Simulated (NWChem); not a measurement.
System: AlNH$_{2}$F$_{2}$; SMILES [F][Al]([NH2])[F]

```xyz
6

Al    -0.0004    -0.0353     0.0000
F     -1.4295    -0.8694     0.0000
F      1.4099    -0.9007     0.0000
N      0.0195     1.7134     0.0000
H      0.8593     2.2796     0.0000
H     -0.8066     2.2995     0.0000
```
Atoms are numbered in this order, from 1.

The geometry was optimised at PBE0/def2-SVP.

Problem. Give the principal values of the shielding tensors (ppm) of Al1, F2, N4 from PBE0/pcSseg-1, GIAO (NWChem), with their diamagnetic and paramagnetic parts as GIAO splits them.

Solution. 
```tsv
atom	σ11	σ22	σ33	isotropic	diamagnetic	paramagnetic
Al1	406.4	460.1	543.6	470.0	794.2	-324.2
F2	329.0	335.8	456.8	373.9	469.5	-95.7
N4	238.3	282.8	284.1	268.4	317.6	-49.2
```
